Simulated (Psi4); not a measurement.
Dimer: H2O (SMILES O) (first 3 atoms) with C2H3N (SMILES CC#N); geometry from B3LYP-D3(BJ)/def2-TZVP.
(charge 0, multiplicity 1):
```csv
atom,x (Å),y (Å),z (Å)
O,-0.1208,0.1615,-0.8812
H,0.0224,0.1125,0.0755
H,-1.0409,0.4239,-0.9777
C,0.8302,-0.1501,4.6360
C,0.4601,-0.0354,3.2357
N,0.1701,0.0545,2.1288
H,1.2391,-1.1411,4.8335
H,1.5824,0.5985,4.8855
H,-0.0446,0.0036,5.2681
```

Level of theory: Psi4 with SAPT0/jun-cc-pV(D+d)Z.

Task: Which attractive term is largest, and how does the interaction split up?

Result: electrostatics -30.5, exchange 24.5, induction -8.2, dispersion -6.3, total -20.6 kJ/mol; the largest attraction is electrostatics.
